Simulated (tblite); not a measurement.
A tight-binding relaxation on `N#CCC1=CC[AsH]C1`.

Computed with GFN2-xTB geometry optimisation, gas phase (tblite 0.8.0). Start geometry: from a force field or distance geometry. The command runs a driver script over a list of jobs; the input below is this job's line of settings and its coordinates in Å.

Command:
```bash
OMP_NUM_THREADS=1 python probes_run.py task.json out
```

Input:
```
{"job": {"kind": "relax", "xc": "GFN2-xTB", "basis": "xTB"}, "charge": 0, "multiplicity": 1}
N     -3.155700     0.623700     1.500800
C     -2.549600     0.358300     0.532400
C     -1.740300    -0.002400    -0.656600
C     -0.293800     0.035300    -0.166100
C      0.579000     0.811500    -0.652200
C      1.968500     0.830900    -0.174200
As     2.030900    -1.004500     0.553700
C      0.078000    -0.891800     0.943600
H     -1.982600    -1.042500    -0.909100
H     -1.951300     0.743200    -1.412300
H      0.314700     1.525900    -1.503200
H      2.121300     1.531600     0.677800
H      2.713900     0.981400    -0.966400
H      2.354800    -2.068600    -0.534800
H     -0.132300    -0.503800     1.952800
H     -0.362900    -1.919300     0.802400
```

Output:
```
step      E/eV     max force
  0    -601.56131    5.663
  1    -601.66636    9.999
  2    -601.89425    6.488
  3    -602.21823    3.418
  4    -602.36819    0.928
  5    -602.43546    0.872
  6    -602.50046    0.744
  7    -602.52485    0.604
  8    -602.55890    0.380
  9    -602.57379    0.380
... (36 lines left out)
 46    -602.63166    0.023
 47    -602.63171    0.026
 48    -602.63177    0.021
 49    -602.63183    0.018
 50    -602.63187    0.016
 51    -602.63193    0.022
 52    -602.63199    0.026
 53    -602.63205    0.022
 54    -602.63209    0.014
 55    -602.63212    0.010
```

«max force» is the largest atomic force in eV/Å.

Task: From which step on does the largest force stay under 0.1 eV/Å, and how much energy is left to gain from there?

Result: From step 17 (0.078 eV/Å), 10.6 meV above the end.

In short: energy lowered by 24.7 kcal/mol over 55 steps; largest atomic force 0.010 eV/Å at the end.

Task: Where do the atoms end?

Result: 0.158 Å rms from the input after alignment:
```
atom  x, y, z in Å
N1    -3.1990    0.6606    1.4672
C2    -2.5767    0.3651    0.5550
C3    -1.7629   -0.0078   -0.5758
C4    -0.3061    0.0010   -0.1858
C5     0.5893    0.8439   -0.6767
C6     1.9976    0.7593   -0.1793
As7    2.1308   -0.9569    0.8195
C8     0.1448   -0.9713    0.8650
H9    -2.0651   -1.0108   -0.8976
H10   -1.9480    0.6975   -1.3907
H11    0.3404    1.6048   -1.4040
H12    2.2074    1.6022    0.4894
H13    2.7203    0.8150   -0.9976
H14    2.1949   -1.7844   -0.4489
H15   -0.2104   -0.6372    1.8471
H16   -0.2648   -1.9720    0.7016
```

Time: 0.38 s of wall time. Hardware: one thread, Arm Neoverse V1 (aarch64), shared host with 32 logical CPUs at a one-minute load of 24.
Labels such as C1 count atoms from 1, the log's own numbers from 0.
